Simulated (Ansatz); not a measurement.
Frontier orbitals of C₃H₈BNO (`B/C=C(\O)CN`).

```xyz
14

B     0.0520   -0.6375   -2.5109
C    -0.4545   -0.5975   -1.0831
C    -0.0739    0.3013   -0.1444
O     0.8409    1.2452   -0.4193
C    -0.5774    0.2873    1.2733
N     0.3988   -0.1486    2.2603
H    -0.3473   -1.4796   -3.2647
H     0.8470    0.1634   -2.9079
H    -1.1867   -1.3187   -0.7296
H     0.9207    1.8514    0.3235
H    -1.4478   -0.3674    1.3294
H    -0.9205    1.2933    1.5481
H     0.7530   -1.0662    2.0175
H     1.1958    0.4737    2.3077
```

Charge 0, multiplicity 1. The geometry is a stationary point of PBE0-D4/def2-TZVP. It is one conformer, not always the lowest. Basis def2-TZVPP, Ansatz.

Orbital energies of one run (eV). Highest occupied ones, from the top: -7.30, -7.87, -8.83, -9.58, -11.00, -11.31, -12.16, -12.38, -13.22, -13.78, -15.08, -15.43, -17.40, -19.89. Empty: -1.40, 0.59, 2.02, 2.16, 2.31, 2.92.

Problem. Which functional gave them?
A. r2SCAN0
B. HSE06 (plane-wave form)
C. BLYP
D. BHLYP

Solution. A. HOMO energies: r2SCAN0 -7.30, BLYP -5.85, BHLYP -8.13, HSE06 -6.76 eV.
